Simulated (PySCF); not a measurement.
B2ClGeH4 (calculated)

All values are calculated (PySCF 2.14.0). Calculation on a computer-drawn molecule: optimised geometry and harmonic frequencies of an isolated molecule of the commonest isotopes, restricted reference for singlets and unrestricted otherwise, frozen core in MP2; on germanium a core potential holds 10 electrons, which the energies leave out, and 3d is frozen in MP2 and coupled-cluster steps.

B2ClGeH4

Start structure:
```xyz
8
B2ClGeH4
B     -2.0346    -1.4112     0.7310
Ge    -1.5766    -3.2444     1.4771
B     -1.5404    -4.9306     0.4162
Cl    -0.1547    -4.4075    -0.2167
H     -1.6326    -1.0383    -0.2318
H     -2.6604    -0.6442     1.4131
H     -0.6343    -3.2880     2.5608
H     -2.0739    -5.9926     0.2745
```

- charge: 1
- multiplicity: 1
- method: HF
- basis: cc-pV(D+d)Z
- basis and core potential on germanium: cc-pVDZ-PP ECP10MDF
- rotational constants: ?
- total energy: ?

Drawn bonds:
```
atom  other atom  order
   1           2      1
   2           3      1
   3           4      1
   1           5      1
   1           6      1
   2           7      1
   3           8      1
```

## Withheld values
1. Estimate the rotational constants of B2ClGeH4.
2. Estimate the total energy of B2ClGeH4.

Answers
1. 10.03, 1.469, 1.375 GHz
2. -804.3054 hartree

Further results for B2ClGeH4:

- convergence status largest gradient component: 1.634e-05 hartree/bohr

Optimised structure:
```xyz
8
B2ClGeH4
B     -2.0933    -1.2665     0.8100
Ge    -1.3330    -3.1152     1.3972
B     -1.3740    -4.9446     0.3584
Cl    -0.0534    -5.2176    -0.7101
H     -1.3903    -0.5604     0.1612
H     -3.1998    -0.9922     1.1486
H     -0.6052    -3.1430     2.7380
H     -2.2585    -5.7172     0.5209
```

Modes:
```
frequency (cm⁻¹)  reduced mass (dalton)
            59.2                   3.72
           119.6                  3.283
           140.3                  2.826
           235.5                  1.321
           404.2                  1.113
           504.7                  3.623
           549.5                  4.618
           605.8                  1.078
             682                  1.354
           799.1                  1.407
           911.6                  3.163
           950.5                  1.305
            1083                   1.46
            1204                  1.117
            2268                  1.021
            2742                  1.044
            2832                  1.094
            2873                  1.134
```
